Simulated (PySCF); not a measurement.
Potential energy of MoSe along the bond

Set-up: Mo x2c-TZVPPall, Se x2c-TZVPPall; spin-free X2C with a Gaussian nucleus (PySCF 2.14). Energies in eV from Mo (4d5 5s1) + Se in their ground configurations at the same level. State: ⁵Π (quintet), unpaired electrons σ ↑, π ↑, δ ↑↑.

| R (Å) | HSE06 |
| --- | --- |
| 1.968 | -1.741 |
| 2.059 | -2.532 |
| 2.151 | -2.941 |
| 2.219 | -3.075 |
| 2.288 | -3.106 |
| 2.357 | -3.067 |
| 2.448 | -2.946 |
| 2.563 | -2.733 |
| 2.700 | -2.440 |
| 2.883 | -2.039 |

Put a parabola through the three lowest points of the HSE06 curve and estimate Re, k and ωe (reduced mass 44.0 u; 1 eV/Å² = 0.16022 mdyn/Å; ωe = 1302.8·√(k/μ) cm⁻¹).

Through R = 2.219, 2.288, 2.357 Å the second-order coefficient is 7.35 eV/Å², so Re ≈ 2.284 Å, k ≈ 2.36 mdyn/Å and ωe ≈ 301 cm⁻¹. A polynomial fit of higher order to the unrounded HSE06 energies gives Re = 2.280 Å, k = 2.47 mdyn/Å, ωe = 309 cm⁻¹; anharmonicity and rounding make the difference.

The higher-order fit for each curve: HSE06: Re = 2.280 Å, ωe = 309 cm⁻¹, De = 3.11 eV.

The metal atom is held in its measured ground configuration; semilocal functionals can put another filling of s and d lower by some tenths of an eV, and De to that atom would be smaller. ⟨S²⟩ of the unrestricted solution departs from its pure value on part of the curve, where spin states mix. These are scalar-relativistic numbers at best; spin–orbit coupling would shift them, the dissociation energy most. With d or f electrons several states lie close, and the lowest PBE0 determinant need not be the measured ground state.
